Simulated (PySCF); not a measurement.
Si(F)(I)(Me)2 (C2H6FISi), SMILES C[Si](I)(F)C.

Coordinates come from a B3LYP-D3(BJ)/def2-SVP optimisation. The def2 effective core potentials stand for the cores of I; spin–orbit coupling is left out.

Computed with PySCF with TDA-PBE/def2-SVPD.

Vertical excitations.  State labels are in the subgroup Cs.

### Question
Give excitation energies, oscillator strengths and character. (Estimate from the structure and the level; the computed values follow.)

### Answer

| state | symmetry | energy (eV) | λ (nm) | f | main pairs |
|---|---|---|---|---|---|
| S1 | A" | 5.59 | 222 | 0.023 | HOMO→LUMO 99 % |
| S2 | A' | 5.69 | 218 | 0.014 | HOMO−1→LUMO 99 % |
| S3 | A" | 6.10 | 203 | 0.037 | HOMO→LUMO+1 99 % |
| S4 | A' | 6.20 | 200 | 0.029 | HOMO−1→LUMO+1 99 % |
| S5 | A" | 6.40 | 194 | 0.008 | HOMO→LUMO+2 100 % |
| S6 | A' | 6.63 | 187 | 0.004 | HOMO−1→LUMO+2 85 % |
| S7 | A' | 6.98 | 178 | 0.004 | HOMO→LUMO+3 85 %, HOMO−2→LUMO 13 % |
| S8 | A" | 7.03 | 176 | 0.000 | HOMO−1→LUMO+3 99 % |
| S9 | A" | 7.14 | 174 | 0.051 | HOMO→LUMO+4 96 % |
| S10 | A" | 7.17 | 173 | 0.006 | HOMO−3→LUMO 96 % |
| T1 | A" | 5.14 | 241 | 0 | HOMO→LUMO 100 % |
| T2 | A' | 5.22 | 237 | 0 | HOMO−1→LUMO 99 % |
| T3 | A" | 6.00 | 207 | 0 | HOMO→LUMO+1 99 % |
| T4 | A' | 6.08 | 204 | 0 | HOMO−1→LUMO+1 89 % |
Triplets are in the Tamm–Dancoff approximation.
